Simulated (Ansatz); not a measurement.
Born–Oppenheimer molecular dynamics of C$_{3}$H$_{8}$SSi (13 atoms, charge 0, multiplicity 1). It starts from a relaxed structure.

Theory: Ansatz 0.2.0, UKS PBE0-D4/STO-3G.

```
ensemble        : NVT, Langevin thermostat
time step       : 0.5 fs
steps asked     : 131
set temperature : 700 K
friction        : 0.01 /fs
seed            : 466560
```

Frames 5 fs apart, positions in Å, forces in eV/Å.

Velocities at 0.0 fs (Å/ps):

```
C 3.49 1.53 -4.38
S 3.59 -4.00 0.14
Si -1.40 1.53 5.13
C 13.33 1.52 -6.81
C -12.60 1.27 -4.32
H -55.94 -8.31 18.50
H 5.57 13.45 32.04
H -23.98 18.30 -14.69
H -14.77 3.86 -18.81
H 0.71 29.88 2.79
H 7.46 -2.46 38.53
H -51.33 11.92 -28.89
H 6.96 -33.48 7.87
```

```xyz
13
Properties=species:S:1:pos:R:3:forces:R:3 time_fs=0.0 energy_less_start_eV=0.000 T=646
C -1.424 0.972 1.826 0.00 0.00 -0.01
S 0.372 0.730 1.690 0.00 0.00 0.01
Si 0.359 -0.698 0.134 0.00 0.01 0.00
C 1.666 -0.637 -1.147 0.00 -0.01 0.00
C 0.259 -0.173 -1.622 0.00 0.01 0.00
H -1.866 1.378 0.905 0.00 0.00 0.01
H -1.958 0.046 2.081 0.00 0.00 0.00
H -1.608 1.695 2.631 0.00 0.00 0.00
H -0.192 -1.996 0.449 0.00 0.00 0.00
H 2.041 -1.564 -1.585 0.00 0.00 0.00
H 2.432 0.139 -1.114 0.00 0.00 0.00
H 0.174 0.885 -1.876 0.00 0.00 0.00
H -0.235 -0.812 -2.356 0.00 0.00 0.00
13
Properties=species:S:1:pos:R:3:forces:R:3 time_fs=5.0 energy_less_start_eV=0.564 T=318
C -1.421 0.980 1.821 -1.78 -0.21 0.65
S 0.381 0.701 1.696 -0.70 0.83 0.19
Si 0.357 -0.694 0.153 0.29 -0.99 -2.48
C 1.715 -0.619 -1.161 -2.12 -0.08 0.35
C 0.205 -0.166 -1.645 1.67 -0.77 0.69
H -2.072 1.352 0.989 1.33 -0.68 -0.37
H -1.943 0.089 2.240 0.37 0.16 -0.51
H -1.661 1.742 2.564 0.80 0.34 0.58
H -0.256 -2.011 0.362 0.24 0.50 0.22
H 2.092 -1.560 -1.638 -0.33 0.96 0.50
H 2.501 0.130 -0.973 -0.38 -0.02 -0.57
H -0.030 0.854 -2.017 0.58 -0.56 0.39
H -0.198 -0.948 -2.318 0.03 0.53 0.36
13
Properties=species:S:1:pos:R:3:forces:R:3 time_fs=10.0 energy_less_start_eV=0.664 T=250
C -1.451 0.973 1.837 1.57 0.67 1.19
S 0.384 0.669 1.707 -1.23 0.86 0.30
Si 0.362 -0.696 0.156 0.63 0.00 -2.93
C 1.722 -0.604 -1.156 -3.25 1.24 0.96
C 0.185 -0.168 -1.641 2.74 -0.74 2.00
H -2.046 1.256 0.974 0.37 0.17 -0.83
H -1.931 0.127 2.291 -0.50 -0.98 0.38
H -1.519 1.788 2.579 -0.19 -0.07 -0.27
H -0.312 -1.940 0.322 -0.10 -0.56 0.43
H 2.081 -1.489 -1.635 0.26 -0.97 -0.42
H 2.531 0.101 -0.970 -0.23 0.57 -0.36
H -0.115 0.787 -2.075 0.54 0.26 0.18
H -0.149 -1.003 -2.227 -0.63 -0.45 -0.63
13
Properties=species:S:1:pos:R:3:forces:R:3 time_fs=15.0 energy_less_start_eV=0.455 T=351
C -1.452 0.965 1.876 1.54 -1.25 -0.73
S 0.389 0.646 1.723 -1.02 0.58 0.47
Si 0.358 -0.691 0.142 -0.51 -0.79 -0.19
C 1.666 -0.576 -1.139 0.77 -1.58 -1.12
C 0.211 -0.191 -1.606 -0.09 -1.13 -0.92
H -1.909 1.207 0.880 0.23 0.01 1.05
H -1.973 0.090 2.346 0.26 0.79 -0.38
H -1.414 1.808 2.557 -0.96 0.55 0.22
H -0.370 -1.934 0.401 0.52 0.20 -0.02
H 2.116 -1.505 -1.638 -0.95 1.41 0.87
H 2.464 0.177 -1.073 -0.54 0.25 0.07
H -0.075 0.774 -2.056 0.52 -0.24 0.33
H -0.199 -1.057 -2.194 0.23 1.19 0.35
13
Properties=species:S:1:pos:R:3:forces:R:3 time_fs=20.0 energy_less_start_eV=0.463 T=405
C -1.425 0.963 1.911 0.93 0.33 -0.04
S 0.382 0.627 1.741 -0.51 0.79 0.92
Si 0.352 -0.683 0.126 -1.11 -0.33 2.54
C 1.612 -0.568 -1.132 2.24 1.32 0.62
C 0.242 -0.228 -1.579 -1.99 2.13 -1.76
H -1.811 1.179 0.922 -0.54 0.27 -0.46
H -2.030 0.161 2.336 0.12 -0.50 0.17
H -1.577 1.853 2.545 0.21 -0.20 -0.17
H -0.351 -1.888 0.493 0.33 -0.36 -0.31
H 2.050 -1.428 -1.534 1.07 -1.62 -0.93
H 2.281 0.308 -1.141 -0.01 -0.58 0.30
H 0.079 0.779 -1.991 -0.02 -0.38 0.26
H -0.211 -0.977 -2.173 -0.71 -0.87 -1.12
13
Properties=species:S:1:pos:R:3:forces:R:3 time_fs=25.0 energy_less_start_eV=0.691 T=245
C -1.389 0.971 1.922 -2.39 0.10 -1.37
S 0.366 0.608 1.760 0.61 1.06 1.29
Si 0.337 -0.668 0.129 -1.07 -1.32 2.28
C 1.597 -0.559 -1.135 3.25 -2.70 -0.47
C 0.236 -0.245 -1.589 -3.74 0.37 -3.01
H -1.780 1.162 0.889 -0.02 -0.19 0.76
H -2.058 0.178 2.351 0.94 0.18 -0.26
H -1.686 1.888 2.470 1.05 -0.22 0.13
H -0.254 -1.929 0.538 0.31 -0.08 -0.46
H 2.101 -1.483 -1.567 -0.41 1.67 0.67
H 2.151 0.363 -1.131 1.20 0.01 0.06
H 0.160 0.794 -1.883 -0.56 0.21 -0.34
H -0.311 -0.943 -2.285 0.82 0.89 0.72
13
Properties=species:S:1:pos:R:3:forces:R:3 time_fs=30.0 energy_less_start_eV=0.399 T=500
C -1.378 0.973 1.911 -0.10 0.96 -0.52
S 0.362 0.590 1.783 1.12 0.83 1.05
Si 0.318 -0.653 0.145 -0.06 -2.43 -0.63
C 1.624 -0.568 -1.131 0.41 3.01 0.53
C 0.182 -0.251 -1.641 1.19 2.43 1.78
H -1.746 1.155 0.909 -0.69 0.03 -0.44
H -1.966 0.200 2.377 -0.52 -0.65 0.40
H -1.527 1.913 2.453 0.13 -0.08 0.29
H -0.109 -2.022 0.476 0.14 0.55 -0.21
H 2.194 -1.354 -1.547 0.47 -1.62 -0.53
H 2.285 0.362 -1.093 -1.12 -1.36 -0.12
H 0.081 0.820 -1.858 -0.19 -0.27 -0.30
H -0.312 -0.860 -2.335 -0.78 -1.40 -1.30
13
Properties=species:S:1:pos:R:3:forces:R:3 time_fs=35.0 energy_less_start_eV=0.764 T=282
C -1.371 0.982 1.898 -0.45 -0.01 -0.20
S 0.372 0.574 1.815 0.87 0.29 0.08
Si 0.312 -0.650 0.158 0.94 -1.61 -2.84
C 1.664 -0.540 -1.111 -1.84 -1.15 -1.33
C 0.134 -0.238 -1.685 1.40 -0.87 0.46
H -1.845 1.171 0.892 0.41 0.02 1.17
H -1.912 0.168 2.425 -0.19 0.60 -0.22
H -1.331 1.891 2.513 -1.03 0.03 -0.09
H 0.068 -2.050 0.338 -0.39 -0.27 0.46
H 2.275 -1.379 -1.554 -1.40 0.43 0.68
H 2.332 0.286 -1.084 0.37 1.61 -0.06
H -0.070 0.804 -1.944 0.34 0.19 -0.01
H -0.334 -0.907 -2.499 0.98 0.73 1.91
13
Properties=species:S:1:pos:R:3:forces:R:3 time_fs=40.0 energy_less_start_eV=0.698 T=325
C -1.367 1.000 1.901 0.93 -0.20 2.25
S 0.388 0.555 1.850 -0.02 0.22 -0.72
Si 0.313 -0.663 0.152 0.83 -1.62 -2.31
C 1.670 -0.515 -1.112 -2.73 2.52 -0.30
C 0.128 -0.241 -1.696 2.95 1.65 3.52
H -1.908 1.200 1.003 -0.14 0.55 -1.34
H -1.891 0.203 2.417 -0.61 -0.41 0.26
H -1.364 1.855 2.584 -0.65 0.31 -0.25
H 0.124 -2.114 0.315 -0.25 0.68 0.36
H 2.136 -1.405 -1.474 0.56 -0.76 -0.46
H 2.315 0.402 -1.123 -0.57 -1.04 -0.13
H -0.114 0.787 -1.986 0.46 0.10 0.26
H -0.260 -0.877 -2.428 -0.77 -2.00 -1.14
13
Properties=species:S:1:pos:R:3:forces:R:3 time_fs=45.0 energy_less_start_eV=0.431 T=500
C -1.351 1.013 1.928 -1.61 -0.44 0.01
S 0.405 0.532 1.871 -0.52 0.35 -0.91
Si 0.319 -0.688 0.126 0.44 0.85 0.72
C 1.630 -0.464 -1.123 -0.73 -1.27 -0.42
C 0.182 -0.235 -1.646 -0.85 -1.36 -1.12
H -1.895 1.275 0.965 1.14 -0.50 0.88
H -1.928 0.193 2.422 0.12 0.43 -0.53
H -1.511 1.877 2.584 0.43 0.21 0.09
H 0.088 -2.059 0.386 -0.21 -0.78 0.16
H 2.046 -1.448 -1.429 0.34 1.21 -0.27
H 2.218 0.433 -1.217 0.91 0.05 0.20
H -0.089 0.779 -1.962 0.20 -0.16 0.00
H -0.188 -1.036 -2.373 0.34 1.40 1.19
13
Properties=species:S:1:pos:R:3:forces:R:3 time_fs=50.0 energy_less_start_eV=0.707 T=370
C -1.348 1.022 1.955 0.37 0.11 0.65
S 0.416 0.512 1.880 -0.60 0.23 -0.47
Si 0.336 -0.711 0.112 -0.44 -0.08 4.06
C 1.590 -0.431 -1.141 3.74 -0.94 0.87
C 0.234 -0.227 -1.593 -3.44 1.19 -1.40
H -1.673 1.303 0.969 -0.53 0.17 -0.83
H -1.989 0.219 2.329 -0.17 -0.27 -0.06
H -1.559 1.898 2.604 0.71 -0.37 -0.11
H -0.026 -2.095 0.487 0.33 0.67 -0.64
H 2.032 -1.365 -1.451 0.76 -0.07 -0.73
H 2.238 0.439 -1.203 0.32 -0.12 0.36
H -0.040 0.754 -1.954 -0.28 0.21 -0.20
H -0.144 -1.043 -2.149 -0.77 -0.71 -1.49
13
Properties=species:S:1:pos:R:3:forces:R:3 time_fs=55.0 energy_less_start_eV=0.580 T=452
C -1.343 1.021 1.995 0.32 -0.46 -2.99
S 0.415 0.497 1.876 -0.18 -0.04 0.38
Si 0.353 -0.726 0.129 0.13 0.75 3.07
C 1.620 -0.423 -1.135 3.19 -2.03 0.20
C 0.218 -0.200 -1.560 -2.42 0.35 -2.64
H -1.530 1.355 0.930 -0.69 0.00 1.42
H -2.084 0.228 2.225 0.47 0.22 0.19
H -1.473 1.874 2.651 0.09 0.27 0.47
H -0.085 -2.043 0.483 0.03 -0.45 -0.38
H 2.117 -1.314 -1.572 -0.26 0.60 0.12
H 2.342 0.400 -1.097 -0.52 0.13 0.15
H -0.026 0.784 -1.980 -0.34 -0.31 0.23
H -0.176 -1.059 -2.145 0.17 0.96 -0.23
```

Of the whole run (66 fs, mean temperature of the second half 395 K): The mean temperature of the second half is 44 % below the set value. A run of 0.066 ps of so small a system gives no equilibrium averages. Limits of this set-up: minimal basis.

Run time: 9.2 min on 1 thread of Arm Neoverse V1 (shared host), peak memory 0.15 GiB.
